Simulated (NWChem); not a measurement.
System meant: C₂H₆FNSi; SMILES C/N=C\[SiH2]F

Input file for NWChem:

```
start job
memory heap 200 mb stack 900 mb global 1100 mb
geometry units angstroms noautoz
  C      0.591430     2.278345     0.088788
  N     -0.732596     1.689327     0.158338
  C     -0.856974     0.422398     0.082126
  Si     0.463111    -0.935449    -0.120048
  F     -0.377872    -2.317827    -0.144740
  H      0.766229     2.862133     1.000187
  H      1.421449     1.559390    -0.029145
  H      0.620973     2.981796    -0.751624
  H     -1.887766     0.044490     0.141779
  H      1.414141    -0.978641     1.021217
  H      1.213674    -0.813493    -1.396994
end
basis spherical
  * library def2-svp
end
dft
  odft
  mult 2
  xc pbe0
  iterations 150
  mulliken
end
task dft energy
```

End of the output:

```
 Summary of "ao basis" -> "ao basis" (spherical)
 ------------------------------------------------------------------------------
       Tag                 Description            Shells   Functions and Types
 ---------------- ------------------------------  ------  ---------------------
 C                          def2-svp                 6       14   3s2p1d
 N                          def2-svp                 6       14   3s2p1d
 Si                         def2-svp                 8       18   4s3p1d
 F                          def2-svp                 6       14   3s2p1d
 H                          def2-svp                 3        5   2s1p

 Summary of "ao basis" -> "ao basis" (spherical)
 ------------------------------------------------------------------------------
       Tag                 Description            Shells   Functions and Types
 ---------------- ------------------------------  ------  ---------------------
 C                          def2-svp                 6       14   3s2p1d
 N                          def2-svp                 6       14   3s2p1d
 Si                         def2-svp                 8       18   4s3p1d
 F                          def2-svp                 6       14   3s2p1d
 H                          def2-svp                 3        5   2s1p

      Symmetry analysis of basis
      --------------------------

        a'         71
        a"         33

  number of electrons :                   48
  multiplicity        :                    2
 ------------------------------------------------------------------------
  no. of electrons and multiplicity not compatible                  48
 ------------------------------------------------------------------------
 ------------------------------------------------------------------------
  current input line :
    26: task dft energy
 ------------------------------------------------------------------------
 ------------------------------------------------------------------------
 There is an error in the input file
 ------------------------------------------------------------------------
 For more information see the NWChem manual at https://nwchemgit.github.io

0: no. of electrons and multiplicity not compatible:Received an Error in Communication
```

Task: Can this run be used? If not, why, and what is the fix?

Result: The input was rejected before any calculation. Cause: the multiplicity doesn't fit the number of electrons (an even count wants an odd multiplicity, and the reverse). This input runs:
```
start job
memory heap 200 mb stack 900 mb global 1100 mb
geometry units angstroms noautoz
  C      0.591430     2.278345     0.088788
  N     -0.732596     1.689327     0.158338
  C     -0.856974     0.422398     0.082126
  Si     0.463111    -0.935449    -0.120048
  F     -0.377872    -2.317827    -0.144740
  H      0.766229     2.862133     1.000187
  H      1.421449     1.559390    -0.029145
  H      0.620973     2.981796    -0.751624
  H     -1.887766     0.044490     0.141779
  H      1.414141    -0.978641     1.021217
  H      1.213674    -0.813493    -1.396994
end
basis spherical
  C library def2-svp
  N library def2-svp
  Si library def2-svp
  F library def2-svp
  H library def2-svp
end
dft
  xc pbe0
  iterations 150
  mulliken
end
task dft energy
```
It converges to -523.27868 Ha (PBE0/def2-SVP).
